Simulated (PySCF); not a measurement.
## Two-component Hartree-Fock for Sr (strontium, neutral)

Start: [Kr] 5p2; 5p3/2 filled at m_j = +1/2, +3/2. Calculated with PySCF 2.14 in x2c-TZVPall-2c with one added diffuse shell each of s, p, d type (9s10p8d1f, 86 functions): generalised Hartree-Fock with the X2C-1e Hamiltonian and a Gaussian nucleus; one run each with spin-orbit coupling (SO) switched off, then screened by Boettger's factors. This is a chosen level, not necessarily the ground level.

```
spinor shell  electrons  ε, spin-free (eV)  ε, screened SO (eV)  weight of nominal j (screened SO)  rms radius, screened SO (bohr)
       1s1/2          2           -16200.1             -16199.5                              1.000                          0.0451
       2s1/2          2            -2264.0              -2263.8                              1.000                           0.187
       2p1/2          2            -2006.2              -2053.4                              1.000                           0.164
       2p3/2          4            -2006.2              -1983.8                              1.000                           0.167
       3s1/2          2            -382.16              -382.14                              1.000                           0.524
       3p1/2          2            -296.43              -304.01                              1.000                           0.528
       3p3/2          4            -296.43              -292.84                              1.000                           0.539
       3d3/2          4            -154.55              -155.70                              1.000                           0.545
       4s1/2          2            -55.380              -55.390                              1.000                            1.46
       4p1/2          2            -32.253              -33.130                              0.997                            1.65
       4p3/2          4            -32.253              -31.859                              0.998                            1.68
       5p3/2          2             -3.739               -3.733                              0.808                            6.11
```

Problem. Where does 3d5/2 lie, and what is the 3d spin-orbit splitting (screened SO)?

Solution. At -153.77 eV, 1.927 eV above 3d3/2.

| quantity | spin-free | screened SO |
| --- | --- | --- |
| E (hartree) | -3177.04909 | -3177.29696 |
| M_J | 2 | 2 |
| ⟨J²⟩ | 6.000 | 6.000 |
| ⟨L²⟩ | 2.000 | 2.018 |
| ⟨S²⟩ | 2.000 | 2.000 |

Rows whose weight is well below 1 are mixtures of j = l ± 1/2: exchange outweighs spin-orbit coupling there, and the label is only the starting occupation.

Breit and QED terms are absent; they matter most for the inner s and p1/2 levels.

Densities and radii are taken from the X2C orbitals without a picture-change correction, which distorts them close to the nucleus.

Without spin-orbit coupling the j labels of p, d and f shells carry no meaning; the spin-free column gives the mean over the occupied spinors of each nl shell.
